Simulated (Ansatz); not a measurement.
A made-up structure of LiSnH2ClO, singlet:

```xyz
6
angstrom
Li -0.0986 -1.5073 0.0803
O 1.0548 -0.8466 0.8312
Sn 0.2483 0.4079 0.1354
Cl -1.6525 -0.2049 -1.1505
H 1.1139 0.9506 -1.2044
H -0.6659 1.2003 1.3080
```

It is relaxed with PBE-D4/def2-SVP and then PBE0-D4/def2-TZVP (Ansatz 0.2.0). Atoms count as bonded within 1.22 times the sum of their covalent radii (H–H: 0.88 Å). The end point is not checked to be a true minimum.

(1) Does its bonding change? (Judge from chemistry; the calculation decides.)

Results:

(1) Computed: No: no bond forms or breaks.

Where it ends: The first stage lowers the energy by 4.52 eV in 7 steps. It ends as LiSnH₂ClO ([O]1[Li]2[Cl][SnH2]12):
Li1  (-0.252, -2.120, 0.032)
O2  (0.914, -1.066, 0.754)
Sn3  (0.280, 0.599, 0.139)
Cl4  (-1.593, -0.471, -1.081)
H5  (1.149, 1.414, -1.085)
H6  (-0.499, 1.645, 1.242)
(Å)

Labels in which every atom is bracketed show which atoms are joined, not bond orders.

For scale, one of the runs: PBE0-D4/def2-TZVP relaxation, 144 basis functions, launched by `ansatz run in.yaml --threads 2 --pin off --events-out ev --progress --plain --max-ram 4352MiB`. The run took about 26 s on 2 CPU threads of an Arm Neoverse V1 (shared host).
